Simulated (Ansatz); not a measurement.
One change: `F[SiH2]P[SiH3]` becomes `[SiH3]P[SiH3]`.

Ansatz, PBE0-D4/def2-TZVP geometries, multiplicity 1. Each molecule was computed in one conformer, which needn't be the lowest.

| property | `F[SiH2]P[SiH3]` |
| --- | --- |
| LUMO energy (PBE0/def2-TZVPP) / eV | -0.38 |
| zero-point energy (PBE0-D4/def2-TZVP) / kJ/mol | 144.4 |
| LUMO energy (PBE/def2-TZVPP) / eV | -1.24 |
| LUMO energy (ωB97M-V/def2-TZVPP) / eV | 1.40 |
| size of the dipole moment (PBE/def2-TZVPP) / D | 1.55 |
| HOMO energy (PBE0/def2-TZVPP) / eV | -7.71 |

Q: What does the change do to each property? (Best estimate.)

A: Computed: 
```tsv
property	`[SiH3]P[SiH3]`	shift
LUMO energy (PBE0/def2-TZVPP) / eV	-0.01	0.37
zero-point energy (PBE0-D4/def2-TZVP) / kJ/mol	156.4	12.0
LUMO energy (PBE/def2-TZVPP) / eV	-0.84	0.40
LUMO energy (ωB97M-V/def2-TZVPP) / eV	1.61	0.21
size of the dipole moment (PBE/def2-TZVPP) / D	0.55	-1.00
HOMO energy (PBE0/def2-TZVPP) / eV	-7.51	0.20
```

With PBE0 the HOMO rises by 0.20 eV and the LUMO rises by 0.37 eV, so the gap widens by about 0.17 eV. PBE moves the HOMO by 0.17 eV and ωB97M-V by 0.19 eV. Dipoles are sizes alone; their direction can turn.
